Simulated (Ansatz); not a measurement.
Computed with Ansatz on PBE0-D4/def2-TZVP structures; ΔE is electronic, products minus reactants. CBS: MP2 limit from def2 TZ/QZ plus the TZ coupled-cluster correction, frozen cores. DFT in def2-TZVPP. One conformer a species, not always the lowest.

Reaction (substitution at a C–C bond): `C/C=C(\C)Cl` + `O[Si](O)(F)F` → `CO[Si](O)(F)F` + `C=C(C)Cl`

| level | ΔE (kJ/mol) | difference from CCSD(T)/CBS |
| --- | --- | --- |
| revPBE-D4 | 59.3 | -1.6 |
| r2SCANh-D4 | 59.8 | -1.1 |
| BHLYP-D4 | 52.3 | -8.6 |
| PBE-QIDH | 63.5 | 2.6 |
| BLYP | 50.3 | -10.6 |
| r2SCAN0 | 60.4 | -0.5 |
| RPA@PBE/def2-TZVPP | 51.1 | -9.8 |
| HF/def2-SVP | 39.2 | -21.7 |
| MP2/def2-SVP | 59.7 | -1.2 |
| CCSD(T)/def2-SVP | 51.8 | -9.1 |
| CCSD(T)/CBS | 60.9 | 0 |

Largest T1 diagnostic among the species: 0.011.

In def2-TZVPP, CCSD(T) changes the Hartree–Fock value by +14.5 kJ/mol (the triples alone add +1.6 kJ/mol) and MP2 by +21.7 kJ/mol. At CCSD(T), def2-SVP lies −9.1 kJ/mol from the extrapolated value and def2-TZVPP −2.5 kJ/mol. Leaving LDA and LC-ωPBE aside and taking each functional with its dispersion term where it has one, the values, not all of them listed here, spread over 12.1 kJ/mol, from BLYP-D4 to PBE-QIDH. LDA lies +7.9 kJ/mol from PBE without D4.

CCSD(T)/CBS has its own doubt, a few kJ/mol and more with outer-core shells, so smaller differences from it don't rank the levels.
